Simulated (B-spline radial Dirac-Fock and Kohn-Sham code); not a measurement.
These are calculated numbers from a B-spline atomic structure program; the model is Dirac-Hartree-Slater photoionisation with all multipoles and Dirac-Fock thresholds. Kinetic energies are from the vacuum level. Open shells are spread statistically over j, without multiplet splitting. Without correlation, outer binding energies are uncertain by a few eV, most for open f shells.

**Question.** A free atom or ion in its tabulated ground configuration is ionised with 2400 eV photons and gives these photoelectron lines. Identify it and assign the lines.

```
kinetic energy (eV)  relative cross section
             1662.9                    42.7
             1777.6                    52.2
             1808.9                   100.0
             2010.4                    53.4
             2016.4                    76.5
             2280.2                     8.5
             2317.5                     8.5
             2322.6                    16.0
             2379.8                     5.0
             2380.3                     7.1
```

**Answer.** Ag⁺, [Kr] 4d10. Binding energies are hν less the kinetic energy: 3s 737.1 eV, 3p1/2 622.4 eV, 3p3/2 591.1 eV, 3d3/2 389.6 eV, 3d5/2 383.6 eV, 4s 119.8 eV, 4p1/2 82.47 eV, 4p3/2 77.44 eV, 4d3/2 20.22 eV, 4d5/2 19.67 eV.

**Question.** A free atom or ion in its tabulated ground configuration is ionised with 8970 eV photons and gives these photoelectron lines. Identify it and assign the lines.

```
kinetic energy (eV)  relative cross section
             3445.4                    53.4
             3796.7                    59.0
             4117.2                   100.0
             7753.6                    11.4
             7899.6                     9.2
             7961.8                    15.7
             8215.8                     3.3
             8228.5                     4.5
             8683.8                     2.5
             8737.6                     1.8
             8750.0                     3.1
             8838.5                    0.57
             8840.5                    0.78
             8892.2                    0.49
             8904.3                   0.052
             8906.2                   0.089
```

**Answer.** Xe⁵⁺, [Kr] 4d10 5s2 5p1. Binding energies are hν less the kinetic energy: 2s 5524.6 eV, 2p1/2 5173.3 eV, 2p3/2 4852.8 eV, 3s 1216.4 eV, 3p1/2 1070.4 eV, 3p3/2 1008.2 eV, 3d3/2 754.2 eV, 3d5/2 741.5 eV, 4s 286.2 eV, 4p1/2 232.4 eV, 4p3/2 220.0 eV, 4d3/2 131.5 eV, 4d5/2 129.5 eV, 5s 77.80 eV, 5p1/2 65.73 eV, 5p3/2 63.78 eV.
